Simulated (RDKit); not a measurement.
RDKit input (UFF):

```python
from rdkit import Chem
from rdkit.Chem import AllChem, rdDetermineBonds

mol = Chem.MolFromXYZFile('mol.xyz')
rdDetermineBonds.DetermineBonds(mol, charge=-1)
print('SMILES', Chem.MolToSmiles(Chem.RemoveHs(mol)))
ff = AllChem.UFFGetMoleculeForceField(mol)
e0 = ff.CalcEnergy()
flag = ff.Minimize(maxIts=5000, forceTol=1e-5)
print(f'energy {e0:.4f} -> {ff.CalcEnergy():.4f} kcal/mol, converged: {flag == 0}')
print(Chem.MolToXYZBlock(mol))
```
mol.xyz:
```
12

C      1.67626600    -0.63161100    -0.54877700
Si     0.11817500    -0.06198200     0.00495700
C     -1.32441700    -0.61442200    -1.10308400
O     -0.37331800    -0.40012900     1.60227600
O     -0.04041200     1.65143500     0.09207600
H      2.55963700    -0.66228400     0.08399300
H      1.75064300    -1.23495200    -1.44980900
H     -1.57115000    -1.66597500    -0.93501800
H     -1.06698900    -0.49078600    -2.15913500
H     -2.21973700    -0.01761900    -0.90230900
H     -0.64120800     0.42123600     2.02466000
H      0.73309700     1.98387800    -0.37543700
```

Output:

```
SMILES [CH2-][Si](C)(O)O
energy 20.5178 -> -1.2152 kcal/mol, converged: True
12

C      1.668083   -0.896875   -0.397188
Si     0.092861   -0.002315    0.055666
C     -1.149836   -0.197422   -1.325168
O     -0.545907   -0.673512    1.500588
O      0.428107    1.664067    0.298054
H      2.406232   -0.783177    0.423004
H      1.450044   -1.973454   -0.552305
H     -1.369488   -1.274394   -1.475205
H     -0.733369    0.229083   -2.260737
H     -2.084682    0.337211   -1.059111
H     -1.350465   -0.130162    1.696015
H      0.789005    1.977740   -0.569221
```

The dipole moment of an ion depends on the origin.

The geometry given is a B3LYP-D3(BJ)/def2-TZVP minimum.
